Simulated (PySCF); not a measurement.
**Electron correlation in Hg (mercury, neutral)**

[Xe] 4f14 5d9 6s2 6p1, one real determinant (an excited configuration). Calculation: PySCF 2.14, in def2-TZVPPD with the def2 core potential (60 electrons); scalar relativity through the core potential. Frozen: nothing; 20 electrons correlated.

| level | correlation energy (mhartree) |
| --- | --- |
| CCSD | -573.55 |
| (T) | -17.98 |
| CCSD(T) | -591.53 |

Diagnostics: T1 = 0.012, D1 = 0.0489, largest double amplitude 0.058.

Problem. Is a single reference adequate?

Solution. Yes, within this model without spin-orbit coupling: T1 lies below 0.03 and no double amplitude reaches 0.07.

The reference is one real determinant that mixes LS terms of this configuration.

The basis has no tight functions for the innermost shells, so their pair energies are far from complete.

This basis was not built for core-valence correlation, so the inner-shell part is incomplete.
